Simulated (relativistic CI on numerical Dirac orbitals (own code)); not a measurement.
## What each ingredient does to the levels of Tc40+

Base calculation: Dirac-Coulomb-Breit CI, orbitals from a KLI potential per configuration, model QED, unscaled Slater integrals.

CI space (outside the closed core 1s2): 2s, 2p, 3s, 3p, 3d, 4s, 4p, 4d, 4f, 5s, 5p, 5d, 5f, 5g, 6s, 6p, 6d. Levels of other configurations are missing.

Variants: (1) non-relativistic limit. Shifts of the energy above 2s 2S_1/2, in eV, for the lowest level and the first level of each name with at least 55 % of one term (blank where a level changes its place among those of its configuration and J or its character, or is not in the variant):

| Level | Base | Δ(1) |
| --- | --- | --- |
| 2s 2S_1/2 | 0.00 | 0.00 |
| 2p 2P°_1/2 | 88.86 | -9.33 |
| 2p 2P°_3/2 | 228.14 | -148.61 |
| 3s 2S_1/2 | 3372.77 | -115.50 |
| 3p 2P°_1/2 | 3397.39 | -117.88 |
| 3p 2P°_3/2 | 3438.70 | -159.19 |
| 3d 2D_3/2 | 3447.23 | -158.55 |
| 3d 2D_5/2 | 3460.09 | -171.40 |
| 4s 2S_1/2 | 4537.20 | -149.53 |
| 4p 2P°_1/2 | 4547.31 | -150.45 |
| 4p 2P°_3/2 | 4564.70 | -167.83 |
| 4d 2D_3/2 | 4568.25 | -167.60 |
| 4d 2D_5/2 | 4573.69 | -173.03 |
| 4f 2F°_5/2 | 4573.87 | -173.00 |

At this charge energies of transitions that change n are usually good to better than 1 %, and those within a shell (Δn = 0) to a few per cent.

Ionisation energy from the two ground configurations alone: base 6008 eV. The NIST ASD value (theoretical) is 6008.39 eV.
